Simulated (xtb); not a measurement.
1-bromo-1-methylcyclopropane (C₄H₇Br), SMILES CC1(Br)CC1. All values are semi-empirical tight-binding results from xtb (GFN2-xTB unless named), good for trends rather than for accurate numbers. Coordinates come from a GFN2-xTB optimisation.

Computed properties:
```
Item                                           Result
--------------------------------------  -------------
point group as xtb finds it                        Cs
orbital gap                                   4.93 eV
zero-point energy                       61.5 kcal/mol
G − E(el) at 298.15 K (modified RRHO)   42.6 kcal/mol
static polarisability (D4 model)           65.2 bohr³
solvation energy, GFN2-xTB/ALPB(water)  -1.9 kcal/mol
solvation energy, GFN2-xTB/ALPB(dmf)    -6.1 kcal/mol
```
